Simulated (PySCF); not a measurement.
Several molecules and their computed UV-vis stick spectra, shuffled. The calculation used PySCF 2.14.0, density-fitted response routines, TDDFT CAM-B3LYP/def2-SVPD, vertical, gas phase, core orbitals frozen in the response. Geometries: PBE0-D3(BJ)/def2-SVP; one conformer of each isolated species. Triplets are in the Tamm–Dancoff approximation. Relativistic effects are left out although some hold elements past zinc.

A. `C=CC[SiH2]C(F)(F)F`
B. `CC(C)(C)C(C)(F)F`
C. `C=C(C)[C@H](C)[SeH]`
D. `C[Se]/C=C\CC`
E. `CC(C)(C)C=[Se]`

Lowest singlet levels (six at most, fewer where fewer were computed) with oscillator strengths:

1. 2.10 eV (f 0.000); 5.31 eV (f 0.277); 5.73 eV (f 0.000); 5.79 eV (f 0.035); 5.83 eV (f 0.062); 6.65 eV (f 0.000); T1 1.66 eV
2. 6.86 eV (f 0.310); 6.99 eV (f 0.094); 7.57 eV (f 0.051); 7.81 eV (f 0.020); 7.92 eV (f 0.069); 8.18 eV (f 0.002); T1 4.22 eV
3. 4.67 eV (f 0.001); 5.40 eV (f 0.104); 5.50 eV (f 0.172); 5.65 eV (f 0.000); 6.38 eV (f 0.023); 6.43 eV (f 0.031); T1 3.78 eV
4. 8.97 eV (f 0.011); 9.40 eV (f 0.063); 9.41 eV (f 0.069); 9.78 eV (f 0.162); 9.90 eV (f 0.006); 9.98 eV (f 0.003); T1 8.83 eV
5. 4.71 eV (f 0.000); 5.26 eV (f 0.017); 6.36 eV (f 0.107); 6.47 eV (f 0.086); 6.70 eV (f 0.246); 6.91 eV (f 0.011); T1 4.14 eV

Question: Which spectrum belongs to which structure?

Answer: 1 = E, 2 = A, 3 = D, 4 = B, 5 = C.
- A: S1 at 6.86 eV, HOMO→LUMO (83%), HOMO→LUMO+1 (9%); Löwdin shares by element: HOMO carbon 78% or more, silicon 6% (atoms not listed hold the other 16%); LUMO carbon 64% or more, silicon 10% (atoms not listed hold the other 26%); HOMO -8.89 and LUMO 0.80 eV.
- B: S1 at 8.97 eV, HOMO→LUMO (95%); Löwdin shares by element: HOMO carbon 37% or more, fluorine 22% (atoms not listed hold the other 40%); LUMO carbon 41% or more (atoms not listed hold the other 59%); HOMO -10.44 and LUMO 1.22 eV; point group Cs.
- C: S1 at 4.71 eV, HOMO→LUMO+1 (48%), HOMO→LUMO (39%); Löwdin shares by element: HOMO selenium 77%, carbon 8% or more, hydrogen 6% or more; LUMO selenium 45%, carbon 37% or more (atoms not listed hold the other 18%); HOMO -7.82 and LUMO 0.54 eV.
- D: S1 at 4.67 eV, HOMO→LUMO (69%), HOMO→LUMO+5 (9%), HOMO→LUMO+3 (8%); Löwdin shares by element: HOMO selenium 53%, carbon 38% or more; LUMO selenium 60%, hydrogen 14% or more, carbon 12% or more (atoms not listed hold the other 15%); HOMO -7.01 and LUMO 0.94 eV.
- E: S1 at 2.10 eV, HOMO→LUMO (99%); Löwdin shares by element: HOMO selenium 76%, carbon 14% or more; LUMO selenium 44%, carbon 40% or more (atoms not listed hold the other 16%); HOMO -7.41 and LUMO -1.21 eV.
C and D have S1 within 0.05 eV of each other; their strongest listed levels stand at 6.70 eV (f 0.246) and 5.50 eV (f 0.172).
